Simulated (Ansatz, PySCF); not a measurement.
System: CH₃BBr, charge 0, multiplicity 2. It need not be the lowest isomer of its formula. 
Coordinates optimised at B3LYP-D3(BJ)/def2-TZVP (Ansatz, a program for electronic structure):
```
C
H 1 1.0906
H 1 1.0943 2 109.62
H 1 1.0986 2 106.94 3 115.64
B 1 1.5443 2 113.12 4 117.33
Br 5 1.9009 1 126.19 2 159.04
```
Charge 0, spin multiplicity 2.

Dipole moments at this geometry, in debye (magnitudes).

```json
[
 {"level": "PBE/def2-TZVPD", "program": "Ansatz", "dipole (D)": "1.43"},
 {"level": "BLYP/def2-TZVPD", "program": "Ansatz", "dipole (D)": "1.37"},
 {"level": "BP86/def2-TZVPD", "program": "PySCF", "dipole (D)": "1.44"},
 {"level": "TPSS/def2-TZVPD", "program": "PySCF", "dipole (D)": "1.43"},
 {"level": "M06-L/def2-TZVPD", "program": "PySCF", "dipole (D)": "1.32"},
 {"level": "B3LYP/def2-TZVPD", "program": "PySCF", "dipole (D)": "1.43"},
 {"level": "TPSSh/def2-TZVPD", "program": "PySCF", "dipole (D)": "1.46"},
 {"level": "r2SCANh/def2-TZVPD", "program": "Ansatz", "dipole (D)": "1.51"},
 {"level": "M06-2X/def2-TZVPD", "program": "PySCF", "dipole (D)": "1.47"},
 {"level": "HSE06/def2-TZVPD", "program": "Ansatz", "dipole (D)": "1.49"},
 {"level": "CAM-B3LYP/def2-TZVPD", "program": "Ansatz", "dipole (D)": "1.48"},
 {"level": "LC-wPBE/def2-TZVPD", "program": "Ansatz", "dipole (D)": "1.54"},
 {"level": "CCSD(T)/aug-cc-pVDZ", "program": "Ansatz", "dipole (D)": "1.35"}
]
```
